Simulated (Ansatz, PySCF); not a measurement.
Gas-phase reaction in SMILES: C=[C-]O → [CH-]1CO1
Each molecule is optimised on its own at B3LYP-D3(BJ)/def2-TZVP (Ansatz, an electronic-structure program), one conformer each, not searched for the lowest.

Quantity: isomerisation energy (0 K, with B3LYP-D3(BJ) harmonic zero-point energies from PySCF), in kcal/mol. Correlated levels leave the core frozen unless marked. Spin-orbit coupling is left out. No relativistic terms. Anions need diffuse functions: aug- sets have them; def2-D sets add few; the other sets have none. CBS marks a two-point X^-3 extrapolation of the correlation energy; Hartree-Fock from the larger set. [CCSD(T)-MP2]/basis is that difference in the basis named.

| level | program | isomerisation energy (kcal/mol) | minus last row |
|---|---|---|---|
| PW6B95-D3(BJ)/def2-TZVPD | PySCF + dftd3 | 22.9 | -2.6 |
| HSE06-D4/def2-TZVPD | Ansatz + dftd4 | 22.4 | -3.1 |
| CCSD/aug-cc-pVTZ | Ansatz | 25.3 | -0.2 |
| CCSD/cc-pVTZ | Ansatz | 23.5 | -2.0 |
| CCSD(T)/cc-pVDZ | PySCF | 20.9 | -4.6 |
| CCSD(T)/aug-cc-pVTZ | Ansatz | 25.1 | -0.4 |
| RI-MP2/CBS(aug-cc-pVTZ,aug-cc-pVQZ)+[CCSD(T)-MP2]/aug-cc-pVTZ | Ansatz | 25.5 | 0.0 |
